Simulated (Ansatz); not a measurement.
`C=CCCCCC` + `[SiH3]CS` → `C=CSC[SiH3]` + `CCCCC`  (substitution at a C–C bond)

Program: Ansatz. Geometries: PBE0-D4/def2-TZVP. ΔE: electronic, gas phase. CCSD(T)/CBS adds triple-zeta CCSD(T) − MP2 to the extrapolated MP2 energy (def2 sets, frozen cores). One conformer a species, not always the lowest.

| level | ΔE (kJ/mol) |
| --- | --- |
| HF/def2-QZVPP | 4.3 |
| HF/CBS(def2) | 4.3 |

Q: What does CCSD(T)/CBS give? (An estimate is asked.)

A: Ansatz gave: +2.1 kJ/mol. The listed levels differ from it by 2.2, 2.2 kJ/mol.

Largest T1 diagnostic among the species: 0.012.

The D4 term adds +3.0 kJ/mol with B3LYP and +2.1 kJ/mol with PBE0; it sums over pairs of atoms, weighted by their polarisabilities, and B3LYP, whose exchange is more repulsive, gets the larger term. From PBE to PBE0 (25 % exact exchange), in def2-TZVPP and without D4, ΔE moves by +5.6 kJ/mol.

B3LYP here is the variant with VWN-RPA as its local correlation; programs differ in this.
